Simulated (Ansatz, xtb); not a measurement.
Ligand exchange: SiH4 + SiH3(SnH3) → SiH3(SiH3) + SnH4

Gas-phase species: SiH4 (silane) `[SiH4]`, singlet; SiH3(SnH3), singlet; SiH3(SiH3) (disilane), singlet; SnH4 `[SnH4]`, singlet. The partners trade H for SiH3: Si–H and Sn–SiH3 bonds give way to Si–SiH3 and Sn–H.

Shapes, held fixed at every level: PBE0-D4/def2-TZVP. Programs: Ansatz 0.2.0, xtb 6.7.1. The zero-point and thermal change to 298 K, harmonic and unscaled (PBE0-D4/def2-TZVP), is -2.7 kJ/mol.

(1) Estimate ΔH(298 K) of this reaction.

## Answers

(1) The highest level, CCSD(T)/def2-TZVPP, gives ΔH(298 K) = +22.5 kJ/mol; the levels span +16.8 to +89.0. GFN0-xTB strays far from the other rows. The column of differences is taken from that level and isn't an error. No measured value is set beside it here. For atoms past krypton def2 sets carry core potentials with scalar relativity. Outer-core shells of Sn are correlated, in sets that cover them unevenly.

```
                level                    kind  ΔH(298 K) (kJ/mol)  less CCSD(T)/def2-TZVPP
             GFN0-xTB          semi-empirical               +89.0                    +66.5
     SPW92/def2-TZVPP                     LDA               +16.8                     -5.7
  BHLYP-D4/def2-TZVPP           global hybrid               +25.3                     +2.8
   PBE0-D4/def2-TZVPP           global hybrid               +19.9                     -2.6
r2SCAN0-D4/def2-TZVPP           global hybrid               +21.9                     -0.6
   wB97M-V/def2-TZVPP  range-separated hybrid               +24.4                     +1.9
         MP2/def2-SVP     perturbation theory               +26.3                     +3.8
        CCSD/def2-SVP   coupled cluster or CI               +24.6                     +2.1
   CCSD(T)/def2-TZVPP   coupled cluster or CI               +22.5                      0.0
```
